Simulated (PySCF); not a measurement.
Interval between two levels of Ni by level of theory

Ni [Ar] 3d8 4s2 [3F4, M_J = 4] → Ni [Ar] 3d8 4s1 4p1 [5G6, M_J = 6], as a difference of total energies. Calculation: PySCF 2.14, in x2c-SVPall-2c with one added diffuse shell each of s, d type (6s5p4d1f, 48 functions); the two-component X2C-1e Hamiltonian. Correlated levels: [Ne] frozen; the 6 highest virtual spinors dropped. "Screened" scales the spin-orbit matrix elements by Boettger's factors to mimic the two-electron term; Breit and QED terms are absent.

```tsv
method	interval between two levels (cm⁻¹)
GHF (spin-free)	26658
GMP2 (spin-free)	31740
GHF (screened spin-orbit)	26936
GMP2 (screened spin-orbit)	32027
```

The labels give the starting determinants; with spin-orbit coupling the two ends relaxed to ⟨J²⟩ = 20.01, ⟨L²⟩ = 12.01, ⟨S²⟩ = 2.00 and ⟨J²⟩ = 42.02, ⟨L²⟩ = 20.02, ⟨S²⟩ = 6.00.
